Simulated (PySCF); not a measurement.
Where the electron goes

Compound: C5H6F3P.
Cartesian coordinates in Å at the GFN2-xTB level; atoms count from 1:
```xyz
15
C5H6F3P angstrom
C      3.1928   -0.2447    0.0335
C      2.0632   -0.5403   -0.2293
C      0.6886   -0.8700   -0.5246
P     -0.2975    0.7066   -0.7060
C     -0.3689    1.2181    1.0634
C     -1.9783   -0.1663   -0.7241
F     -2.1442   -0.8642   -1.8572
F     -2.9819    0.7180   -0.6509
F     -2.1635   -1.0373    0.2862
H      4.1910   -0.0088    0.2520
H      0.2709   -1.4878    0.2782
H      0.6361   -1.4182   -1.4713
H     -1.0789    2.0371    1.1719
H     -0.6550    0.3910    1.7134
H      0.6213    1.5749    1.3428
```

Computed, not measured: PySCF, TDDFT PBE0/def2-SVPD, vertical, gas phase, core orbitals frozen in the response.

Kohn–Sham orbitals with the atoms that hold most of them (Löwdin shares over 4%, at most four atoms; ? is withheld):

| orbital | ε (eV) | atoms |
| --- | --- | --- |
| LUMO+2 | 0.67 | C2 16%, H12 15%, C1 14%, C3 14% |
| LUMO+1 | 0.21 | P4 30%, C1 14%, C2 12%, C3 11% |
| LUMO | 0.06 | ? |
| HOMO | -7.65 | ? |
| HOMO-1 | -8.17 | C1 36%, C2 34%, P4 8%, C3 8% |
| HOMO-2 | -8.29 | C1 37%, C2 37%, P4 8%, C3 6% |
| HOMO-3 | -10.05 | P4 22%, C5 21%, C6 15%, F7 15% |

(1) Give the leading atoms of the HOMO.

(2) Give the leading atoms of the LUMO.

(3) The HOMO–LUMO gap is 7.72 eV. Where does the response calculation put the lowest singlet, and from which orbitals?

## Answers

(1) P4 (bonded to 3 C) 51%; C3 (bonded to C, P and 2 H) 11%; C5 (bonded to P and 3 H) 9%; C1 (bonded to C and H) 8%. By element: phosphorus 51%, carbon 28% or more.

(2) P4 (bonded to 3 C) 33%; C6 (bonded to 3 F and P) 9%; C3 (bonded to C, P and 2 H) 9%; C5 (bonded to P and 3 H) 8%. By element: phosphorus 33%, carbon 26% or more.

(3) S1 is at 6.54 eV (f = 0.010), 1.18 eV below the gap, made of HOMO→LUMO (45%), HOMO-1→LUMO (13%), HOMO-1→LUMO+4 (11%). Without the coupling terms of the response equations the lowest excitation would equal the gap.

Next come S2 at 6.56 eV (f 0.022), HOMO→LUMO+1 (30%), HOMO→LUMO (30%), HOMO-2→LUMO+1 (15%); S3 at 6.73 eV (f 0.093), HOMO→LUMO+1 (47%), HOMO→LUMO (15%); S4 at 6.83 eV (f 0.012), HOMO-1→LUMO+1 (22%), HOMO→LUMO+2 (18%), HOMO→LUMO+4 (11%); S5 at 6.94 eV (f 0.011), HOMO-2→LUMO+1 (30%), HOMO-1→LUMO (29%), HOMO→LUMO+1 (11%).

Löwdin shares depend on the basis, the more so with diffuse functions.

Rough CPU time on one thread of a shared machine: about 2.3 min.

One conformer stands for the species.
